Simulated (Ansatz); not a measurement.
The lowest singlet and triplet of SiH2 (SMILES [SiH2]); geometries from B3LYP-D3(BJ)/def2-TZVP, each state relaxed from the structure named, with no frequency check.
Singlet (charge 0, multiplicity 1):
```csv
atom,x (Å),y (Å),z (Å)
Si,-0.0004,0.1329,0.0000
H,-1.0880,-0.9336,0.0000
H,1.0942,-0.9264,0.0000
```

A positive gap puts the triplet lower; no zero-point energy. R- takes a restricted singlet. U- takes an unrestricted singlet (broken symmetry where lower, unprojected). The triplet is unrestricted in single-reference levels. Active spaces average the two states.

Frozen-core correlation.

Run with Ansatz (a first-principles code). Each number belongs to the level named beside it.

| level | gap E(singlet) − E(triplet), vertical, at the singlet's geometry (kJ/mol) |
|---|---|
| R-PBE/def2-TZVPP | -102.6 |
| R-wB97X-V/def2-TZVPP | -128.5 |
| U-MP2/cc-pV(D+d)Z (spin-contaminated) | -87.1 |
| R-MP2/cc-pV(T+d)Z | -108.2 |
| U-SCS-MP2/cc-pV(D+d)Z (spin-contaminated) | -99.3 |
| R-CCSD/cc-pV(D+d)Z | [?] |
| R-CCSD/cc-pV(Q+d)Z | -121.3 |
| U-CCSD(T)/cc-pV(T+d)Z (spin-contaminated) | -120.9 |
| FIC-MRCISD+Q on SA-CASSCF(6,6)/cc-pV(Q+d)Z | -122.4 |

### Question
What belongs in the gaps?

### Answer

- R-CCSD/cc-pV(D+d)Z, gap E(singlet) − E(triplet), vertical, at the singlet's geometry (kJ/mol): -116.2

Doubts at one or more of the structures used: a restricted determinant that unrestricted orbitals would lower (R-MP2/cc-pV(T+d)Z, R-CCSD/cc-pV(D+d)Z, R-CCSD/cc-pV(Q+d)Z); T1 above 0.05 (U-CCSD(T)/cc-pV(T+d)Z (spin-contaminated)).
